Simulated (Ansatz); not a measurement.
`C=C[SiH](C)S` + `[CH3][AlH][CH2][GeH3]` → `[CH3][AlH][SiH](C)S` + `C=C[CH2][GeH3]`  (redistribution)

Program: Ansatz. Geometries: PBE0-D4/def2-TZVP. ΔE: electronic, gas phase. CCSD(T)/CBS is the MP2 limit (def2-TZVPP, def2-QZVPP) plus CCSD(T) − MP2 in def2-TZVPP, frozen cores. Functionals use def2-TZVPP. For Ge outer-core shells are correlated without core-valence functions, which leaves a few kJ/mol of doubt a bond. Scalar relativity is left out up to krypton. Each species was taken in one conformer, which may not be the lowest.

| level | ΔE (kcal/mol) |
| --- | --- |
| ωB97X-V | 11.7 |
| MP2/def2-TZVPP | 14.1 |
| SCS-MP2/def2-TZVPP | 13.5 |
| SCS-MP2/def2-QZVPP | 13.8 |

Task: What does CCSD(T)/CBS give? (Estimate.)

Result: The calculation gave: +12.6 kcal/mol. The listed levels differ from it by -0.9, 1.5, 0.9, 1.2 kcal/mol.

Largest T1 diagnostic among the species: 0.011.

From PBE to PBE0 (25 % exact exchange), in def2-TZVPP and without D4, ΔE moves by +1.0 kcal/mol.
